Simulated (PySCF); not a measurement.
Compound: C5H15FSi3.
Numbering: `[CH3:1][SiH2:2][CH2:3][C@@H:4]1[CH2:5][CH2:6][SiH2:7][Si@H:8]1[F:9]`

Probes without a nucleus sit at each ring's centroid and 1 Å off its mean plane on both sides; NICS is minus the shielding there, NICSzz its component along the normal. Level: GIAO PBE0/pcSseg-1 (PySCF, non-relativistic, gas phase) on the GFN2-xTB geometry, one conformer.

Ring bond lengths (Å), with Mayer bond orders in brackets: C4–C5 1.537 (1.00), C5–C6 1.532 (1.04), C6–Si7 1.917 (0.90), Si7–Si8 2.303 (0.90), Si8–C4 1.918 (0.86).

Task: What do the NICS probes read (ppm)?

Result: 
```
            ring                                                type  NICS(0)  NICS(1), two faces  NICS(1)zz, two faces  rms pucker (Å)  centre to ring atoms, mean (Å)
C4–C5–C6–Si7–Si8  5-membered ring with 2 Si; formal bonds all single     -3.3         -3.9 / -2.8            -1.3 / 1.7            0.21                            1.52
```

Task: What do they say, and how far can they be read as aromaticity?

Result: 
- C4–C5–C6–Si7–Si8: mean NICS(1)zz 0.2 ppm, near zero. C4, C5, C6, Si7, Si8 have four or more neighbours; no verdict on aromaticity is drawn. The two faces differ by 3.0 ppm, so no symmetry operation interchanges them.

Task: At the second NICS(1) probe listed for ring C4–C5–C6–Si7–Si8, 1 Å off the ring, what do the in-plane components average?

Result: The isotropic value is a third of the trace: (3 × -2.8 − (1.7))/2 = -5.0 ppm.

Task: List the ring angles and the Hirshfeld charges of the ring atoms.

Result: 
- C4–C5–C6–Si7–Si8: C4 107.2° (-0.112 e), C5 112.4° (-0.070 e), C6 109.3° (-0.157 e), Si7 92.7° (+0.240 e), Si8 94.7° (+0.346 e); sum 516.3° against 540° for a flat convex ring.

Hardware: one thread, Arm Neoverse V1 (aarch64), shared host. Cost: 95 s (with the writing of density and orbital grids), 1.1 GiB resident at most. This is the whole shielding run at PBE0/pcSseg-1, SCF included.
